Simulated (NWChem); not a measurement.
**Basis-set dependence for CH2F**

```xyz
4

C     -0.6428     0.1005     0.0000
F      0.6807    -0.0533     0.0000
H     -1.1346    -0.0614     0.9634
H     -1.1346    -0.0614    -0.9634
```
Charge 0, spin multiplicity 2.

Everything below was run with NWChem. The geometry was optimised at UB3LYP/def2-SVP, a minimum by its harmonic frequencies.

Hartree-Fock energies in Ha, correlation energies in mHa.

The correlated methods keep 2 core orbitals frozen. The structure started from a generated list of species. The unpaired electrons of the parent sit in orbitals of symmetry a' (Cs labels of the run); other states weren't searched. No SCF solution was tested for a lower state. Open-shell Hartree-Fock references start from PBE0 orbitals. Coupled-cluster values serve here as a point of comparison, not as the truth.

| basis | functions | UHF | UMP2 | SCS-UMP2 | CCSD on ROHF | CCSD[T] on ROHF | CCSD(T) on ROHF | CCSD on UHF | CCSD[T] on UHF | CCSD(T) on UHF |
|---|---|---|---|---|---|---|---|---|---|---|
| STO-3G | 12 | -136.53379 | -55.5 | -60.8 | -80.9 | -83.0 | -82.6 | -78.0 | -79.8 | -79.4 |
| def2-SVP | 38 | -138.29603 | -302.0 | -296.2 | -326.0 | -332.8 | -331.9 | -322.0 | -328.5 | -327.7 |
| def2-TZVP | 74 | -138.46754 | -390.4 | -384.8 | -412.0 | -425.1 | -424.2 | not run | not run | not run |

From def2-SVP to def2-TZVP the Hartree-Fock energy moves by -171.5 mHa and the UMP2 correlation energy by -88.4 mHa, which is 23 % of its value in the larger set.
